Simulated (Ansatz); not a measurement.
**Ligand exchange: SiH4 + C2H9SbSi → SiH3(SiH3) + C2H7Sb**

Species: SiH4 (silane) `[SiH4]`, singlet; C2H9SbSi `C[CH2][SbH][SiH3]`, singlet; SiH3(SiH3) (disilane), singlet; C2H7Sb `C[CH2][SbH2]`, singlet. The partners trade H for SiH3: Si–H and Sb–SiH3 bonds give way to Si–SiH3 and Sb–H.

Shapes, held fixed at every level: PBE0-D4/def2-TZVP. Flexible molecules stand in one conformer, not always the lowest. Programs: Ansatz 0.2.0. The zero-point and thermal change to 298 K, harmonic and unscaled (PBE0-D4/def2-TZVP), is -2.8 kJ/mol.

Estimate ΔH(298 K) of this reaction.

The highest level, CCSD(T)/def2-TZVPP, gives ΔH(298 K) = +26.5 kJ/mol; the levels span +23.2 to +29.8. The column of differences is taken from that level and isn't an error. No measured value is set beside it here. For atoms past krypton def2 sets carry core potentials with scalar relativity. Outer-core shells of Sb are correlated, in sets that cover them unevenly.

| level | kind | ΔH(298 K) (kJ/mol) | less CCSD(T)/def2-TZVPP |
| --- | --- | --- | --- |
| HF/def2-SVP | Hartree–Fock | +29.8 | +3.3 |
| PBE-D4/def2-TZVPP | GGA | +23.2 | -3.3 |
| B3LYP-D4/def2-TZVPP | global hybrid | +28.1 | +1.6 |
| wB97X-V/def2-TZVPP | range-separated hybrid | +24.0 | -2.5 |
| B2PLYP/def2-TZVPP | double hybrid | +28.3 | +1.8 |
| CCSD(T)/def2-SVP | coupled cluster or CI | +28.0 | +1.5 |
| CCSD/def2-TZVPP | coupled cluster or CI | +25.5 | -1.0 |
| CCSD(T)/def2-TZVPP | coupled cluster or CI | +26.5 | 0.0 |
